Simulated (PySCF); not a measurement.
Match the calculated data to a structure.

All candidates are C5H9PSSi.

| technique | computed result |
| --- | --- |
| UV, strongest line | among the 8 lowest singlet transitions: S8 at 6.31 eV (197 nm, f = 0.068) [TDDFT wB97X-D/def2-SVPD] |
| Dipole | 5.26 D [wB97X-D/def2-SVPD] |
| NMR, other nuclei | isotropic shieldings of nuclei other than C and H, by class: 426 (1 Si), 314 (1 P), 847 (1 S) ppm [GIAO PBE0/pcSseg-1] |
| 13C NMR | chemical shifts (computed TMS as zero) by class: 162.1 (1 C), 157.8 (1 C), 154.8 (1 C), 132.7 (1 C), 21.8 (1 C) ppm [GIAO PBE0/pcSseg-1] |
| 1H NMR | chemical shifts (computed TMS as zero) by class: 7.59 (1 H), 6.79 (1 H), 6.07 (1 H), 4.34 (3 H), 2.29 (3 H) ppm [GIAO PBE0/pcSseg-1] |
| Rotational structure | rotational constants A, B, C: 2.366, 0.701, 0.585 GHz [GFN2-xTB] |

Electronic properties: PySCF, gas phase, density fitting. Levels stand in brackets. Isolated species at its GFN2-xTB geometry, gas phase. NMR values are class means; diastereotopic atoms form classes of their own.

Task: Which candidate is it?
A. `CC(=S)C#C[Si@@H](C)P`
B. `[SiH3][C@H]1C=C[P@H](=S)C=C1`
C. `CC1=C[P@H](=S)C=C1[SiH3]`

Result: C. It is `CC1=C[P@H](=S)C=C1[SiH3]`. Numbering: `[CH3:1][C:2]1=[CH:3][P@H:4](=[S:5])[CH:6]=[C:7]1[SiH3:8]`. 5 carbons fall into 5 classes; from least to most shielded: fully substituted alkene carbon [C2] (162.1 ppm), fully substituted alkene carbon [C7] (157.8 ppm), alkene CH carbon [C6] (154.8 ppm), alkene CH carbon [C3] (132.7 ppm), allylic carbon [C1] (21.8 ppm). Hydrogen classes from least to most shielded: 1 H on a phosphorus bonded to 2 C, S and H, P4 (7.59 ppm), 1 H on an alkene CH carbon, C6 (6.79 ppm), 1 H on an alkene CH carbon, C3 (6.07 ppm), 3 H on an SiH3 silicon, Si8 (4.34 ppm), 3 H on an allylic carbon, C1 (2.29 ppm). The other shieldings belong to: 426 ppm, SiH3 silicon [Si8]; 314 ppm, phosphorus bonded to 2 C, S and H [P4]; 847 ppm, sulfur bonded to P [S5]. The optimised geometry has point group C1 and is an asymmetric top.

The others, at the same levels:
- `CC(=S)C#C[Si@@H](C)P` fails: its computed 13C shifts are 243.2 (1 C), 119.4 (1 C), 117.5 (1 C), 45.7 (1 C), -2.2 (1 C) ppm, 1H shifts are 4.78 (1 H), 3.17 (3 H), 1.44 (2 H), 0.49 (3 H) ppm and strongest line among the 8 lowest singlet transitions is S3 at 4.31 eV (288 nm, f = 0.297) (against S8 at 6.31 eV).
- `[SiH3][C@H]1C=C[P@H](=S)C=C1` fails: it has 3 carbon classes against 5; its computed 13C shifts are 150.1 (2 C), 128.6 (2 C), 36.1 (1 C) ppm, 1H shifts are 8.23 (1 H), 7.04 (2 H), 5.99 (2 H), 3.83 (3 H), 2.85 (1 H) ppm and rotational constant A is 2.969 GHz (against 2.366 GHz).

Each candidate is one conformer, not necessarily the lowest. The conformers computed, where there is a choice (atom-mapped SMILES and torsion angles):
- `[CH3:1][C:2](=[S:3])[C:4]#[C:5][Si@@H:6]([CH3:7])[PH2:8]`: H–P8–Si6–C5 -46°, H–P8–Si6–C5 46°
